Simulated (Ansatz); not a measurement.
Reaction (ligand exchange at a Zr–Cl bond): `[NH2][Zr]([NH2])([F])[Cl]` + HI → `[NH2][Zr]([NH2])([F])[I]` + HCl

Computed with Ansatz on PBE0-D4/def2-TZVP structures; ΔE is electronic, products minus reactants. CBS: MP2 limit from def2 TZ/QZ plus the TZ coupled-cluster correction, frozen cores. This one scheme is used for every species. Functionals use def2-TZVPP. def2 core potentials past Kr. For I, Zr outer-core shells are correlated without core-valence functions, which leaves a few kJ/mol of doubt a bond. Each species was taken in one conformer, which may not be the lowest.

`[NH2][Zr]([NH2])([F])[Cl]`:

```xyz
9

N    -1.326   -1.057   -0.041
Zr   -0.016    0.329    0.608
N     1.428    0.428   -0.800
F     0.773   -0.195    2.265
Cl   -1.074    2.449    0.764
H    -1.417   -2.002    0.308
H    -2.076   -0.878   -0.697
H     1.435   -0.054   -1.688
H     2.272    0.979   -0.719
```

HI:

Cartesian coordinates in Å:
```
I -0.489 -0.532 0.356
H 0.489 0.532 -0.356
```

`[NH2][Zr]([NH2])([F])[I]`:

Cartesian coordinates in Å:
```
N 0.035 -1.362 1.027
Zr -0.232 -0.201 -0.591
N 0.023 1.700 0.021
F -1.982 -0.409 -1.310
I 1.712 -0.771 -2.461
H -0.668 -1.924 1.490
H 0.935 -1.554 1.448
H 0.363 2.008 0.921
H -0.186 2.513 -0.545
```

HCl:

```xyz
2

Cl    0.565    0.241    0.177
H    -0.565   -0.241   -0.177
```

CCSD(T)/CBS gives +3.8 kJ/mol.

Another level gave +6.3 kJ/mol. Which?
A. CCSD/def2-TZVPP
B. MP2/def2-TZVPP
C. B97M-V/def2-TZVPP
D. CAM-B3LYP-D4/def2-TZVPP

A. CCSD/def2-TZVPP 6.3, CAM-B3LYP-D4 13.2, B97M-V 18.0, MP2/def2-TZVPP -2.6 kJ/mol.

Largest T1 diagnostic among the species: 0.016.

Leaving LDA and LC-ωPBE aside and taking each functional with its dispersion term where it has one, the values, not all of them listed here, spread over 16.2 kJ/mol, from PBE-QIDH to B97M-V. At CCSD(T), def2-SVP lies +7.7 kJ/mol from the extrapolated value and def2-TZVPP +0.6 kJ/mol.

CCSD(T)/CBS has its own doubt, a few kJ/mol and more with outer-core shells, so smaller differences from it don't rank the levels.
